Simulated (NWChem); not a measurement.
System: ZrNH₂Cl₃; SMILES [NH2][Zr]([Cl])([Cl])[Cl]

NWChem input:

```
start job
memory heap 200 mb stack 900 mb global 1100 mb
geometry units angstroms noautoz
  Zr    -0.033916    -0.023664     0.187806
  Cl     2.154066     0.587103    -0.417951
  Cl    -1.498986     1.664289    -0.526220
  Cl    -0.557995    -2.173502    -0.580942
  N     -0.135425    -0.092692     2.173198
  H     -0.167229     0.716181     2.792955
  H     -0.143894    -0.942671     2.735879
end
basis spherical
  Zr library def2-svp
  Cl library def2-svp
  N library def2-svp
  H library def2-svp
end
ecp
  Zr library def2-ecp
end
dft
  xc scan
  iterations 150
  mulliken
end
task dft energy
```

Geometry: optimised at PBE0/def2-SVP. No frequency run checked for a minimum. def2 effective core potentials on Zr; no spin-orbit coupling.

Task: Give the results of this calculation. (SCAN/def2-SVP with def2 effective core potentials on Zr.) Quantities: energy (Ha); highest occupied level (eV); orbital gap (eV); dipole (D).

Result: 
| Property | Result |
|---|---|
| energy (Ha) | -1483.54 |
| highest occupied level (eV) | -7.30 |
| orbital gap (eV) | 4.49 |
| dipole (D) | 3.16 |
